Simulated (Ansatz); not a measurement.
1,3-azasiletidine (C2H7NSi), SMILES [SiH2]1CNC1.

Geometry: PBE0-D3(BJ)/def2-SVP.

Two levels are set side by side: PBE/def2-SVPD (Ansatz, a first-principles code) and CAM-B3LYP/def2-SVPD (Ansatz). Energy differences of separate SCF runs at the same geometry; the states with an electron removed or added have multiplicity 2 and 2. Differences are taken from unrounded values.

```
quantity                            PBE
---------------------------------  ----
vertical ionisation energy (eV)    8.57
vertical singlet–triplet gap (eV)  5.27
```

Task: These are the PBE values. What does CAM-B3LYP give? (An estimate is asked for; the answer gives what the named calculation found.)

Result: 
| quantity | CAM-B3LYP | PBE minus CAM-B3LYP |
|---|---|---|
| vertical ionisation energy (eV) | 8.76 | -0.20 |
| vertical singlet–triplet gap (eV) | 5.76 | -0.50 |
